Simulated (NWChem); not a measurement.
System meant: ZrI$_{3}$ cation; SMILES [I][Zr+]([I])[I]

The following NWChem deck was run.

```
start job
memory heap 200 mb stack 900 mb global 1100 mb
charge 1
geometry units angstroms noautoz
  Zr     0.000000     0.000000     0.727346
  I     -2.376440     0.639511    -0.156004
  I      1.742053     1.738302    -0.156004
  I      0.634387    -2.377813    -0.156004
end
basis spherical
  * library def2-svp
end
dft
  xc b3lyp
  iterations 150
  mulliken
end
task dft energy
```

End of the output:

```
             Grid Information
             ----------------
          Grid used for XC integration:  medium
          Radial quadrature: Mura-Knowles
          Angular quadrature: Lebedev.
          Tag              B.-S. Rad. Rad. Pts. Rad. Cut. Ang. Pts.
          ---              ---------- --------- --------- ---------
          Zr                  1.55      123          10.0       590
          I                   1.40      123          12.0       590
          Grid pruning is: on
          Number of quadrature shells:   246
          Spatial weights used:  Erf1

          Convergence Information
          -----------------------
          Convergence aids based upon iterative change in
          total energy or number of iterations.
          Levelshifting, if invoked, occurs when the
          HOMO/LUMO gap drops below (HL_TOL):  1.00D-02
          DIIS, if invoked, will attempt to extrapolate
          using up to (NFOCK): 10 stored Fock matrices.

                    Damping( 0%)  Levelshifting(0.5)       DIIS
                  --------------- ------------------- ---------------
          dE  on:    start            ASAP                start
          dE off:    2 iters        150 iters           150 iters

      Screening Tolerance Information
      -------------------------------
          Density screening/tol_rho:  1.00D-10
          AO Gaussian exp screening on grid/accAOfunc:  14
          CD Gaussian exp screening on grid/accCDfunc:  20
          XC Gaussian exp screening on grid/accXCfunc:  20
          Schwarz screening/accCoul:  1.00D-08

      Superposition of Atomic Density Guess
      -------------------------------------

      charge =      53.0 I (Iodine)

      symmetry species            s     p     d     f
      number of basis functions =10     7     6
      number of cont. functions = 4     4     2
      number of closed shells   = 5     3     2
      number of open shells     = 0     1     0
      open shell occupation     = 0     5     0
 ------------------------------------------------------------------------
 atomscf:atomd: error in atom scf                   0
 ------------------------------------------------------------------------
 ------------------------------------------------------------------------
  current input line :
    18: task dft energy
 ------------------------------------------------------------------------
 ------------------------------------------------------------------------
 This error has not yet been assigned to a category
 ------------------------------------------------------------------------
 For more information see the NWChem manual at https://nwchemgit.github.io

0:atomscf:atomd: error in atom scf:Received an Error in Communication
```

### Question
Find the fault in this run and fix the input.

### Answer
The run crashed. Cause: the def2 basis of a heavy element holds valence functions alone and wants its effective core potential (without it all electrons must fit into that basis). This input runs:
```
start job
memory heap 200 mb stack 900 mb global 1100 mb
charge 1
geometry units angstroms noautoz
  Zr     0.000000     0.000000     0.727346
  I     -2.376440     0.639511    -0.156004
  I      1.742053     1.738302    -0.156004
  I      0.634387    -2.377813    -0.156004
end
basis spherical
  Zr library def2-svp
  I library def2-svp
end
ecp
  Zr library def2-ecp
  I library def2-ecp
end
dft
  xc b3lyp
  iterations 150
  mulliken
end
task dft energy
```
It converges to -940.34937 Ha (B3LYP/def2-SVP with def2 effective core potentials on Zr, I).
